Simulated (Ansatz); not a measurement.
Consider the cleavage of the Si–Ga bond: `O[SiH2][GaH][Br]` + `[NH2][GeH2][OH]` → `O[SiH2][NH][GeH2][OH]` + `[GaH2][Br]`.

Calculated with Ansatz (gas phase, PBE0-D4/def2-TZVP geometries, no zero-point term in ΔE). CCSD(T)/CBS is the MP2 limit (def2-TZVPP, def2-QZVPP) plus CCSD(T) − MP2 in def2-TZVPP, frozen cores. DFT in def2-TZVPP. B3LYP here is the variant with VWN-RPA as its local correlation; programs differ in this. For Br, Ga, Ge outer-core shells are correlated without core-valence functions, which leaves a few kJ/mol of doubt a bond. Scalar relativity is left out up to krypton. One conformer a species, not always the lowest.

```tsv
level	ΔE (kJ/mol)	difference from CCSD(T)/CBS
PBE-D4	-58.4	16.8
r2SCAN-D4	-73.4	1.8
PBE0-D4	-65.1	10.1
B3LYP-D4	-72.4	2.8
ωB97X-V	-76.5	-1.3
ωB97M-V	-80.1	-4.9
B2PLYP	-74.4	0.8
PBE	-54.2	21.0
r2SCAN	-72.3	2.9
PBE0	-61.7	13.5
B3LYP	-65.9	9.3
HF/def2-TZVPP	-81.6	-6.4
MP2/def2-TZVPP	-83.9	-8.7
SCS-MP2/def2-TZVPP	-82.6	-7.4
CCSD/def2-TZVPP	-77.8	-2.6
CCSD(T)/def2-TZVPP	-78.3	-3.1
HF/def2-QZVPP	-82.8	-7.6
MP2/def2-QZVPP	-82.5	-7.3
SCS-MP2/def2-QZVPP	-81.6	-6.4
HF/CBS(def2)	-82.9	-7.7
MP2/CBS(def2)	-80.8	-5.6
CCSD/CBS(def2)	-74.8	0.4
CCSD(T)/CBS	-75.2	0
```

Largest T1 diagnostic among the species: 0.012.

The D4 term adds −6.5 kJ/mol with B3LYP and −3.4 kJ/mol with PBE0; it sums over pairs of atoms, weighted by their polarisabilities, and B3LYP, whose exchange is more repulsive, gets the larger term. From PBE to PBE0 (25 % exact exchange), in def2-TZVPP and without D4, ΔE moves by −7.5 kJ/mol.

CCSD(T)/CBS has its own doubt, a few kJ/mol and more with outer-core shells, so smaller differences from it don't rank the levels.
